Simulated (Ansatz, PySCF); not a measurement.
Gas-phase reaction in SMILES: N[Si](F)(F)F + 3 [SiH4] (SiH4) → 3 F[SiH3] + N[SiH3]
Each molecule is optimised on its own at B3LYP-D3(BJ)/def2-TZVP (Ansatz, a program for electronic structure), one conformer each, not searched for the lowest. Frequencies are from Ansatz or PySCF.

Quantity: bond separation energy (0 K, with B3LYP-D3(BJ) harmonic zero-point energies), in kJ/mol. Correlated levels leave the core frozen unless marked. Spin-orbit coupling is left out. Non-relativistic. CBS marks a two-point X^-3 extrapolation of the correlation energy; Hartree-Fock from the larger set.

```tsv
level	program	bond separation energy (kJ/mol)
r2SCAN-D4/def2-TZVPD	Ansatz + dftd4	110.6
r2SCAN0-D4/def2-TZVPD	Ansatz + dftd4	111.9
CCSD/6-31G	Ansatz	___
CCSD/cc-pV(T+d)Z	Ansatz	___
CCSD(T)/CBS(cc-pV(T+d)Z,cc-pV(Q+d)Z)	Ansatz	102.7
```

Problem. Complete the blanks.

Solution. 
- CCSD/6-31G, bond separation energy (kJ/mol): 130.6
- CCSD/cc-pV(T+d)Z, bond separation energy (kJ/mol): 108.6
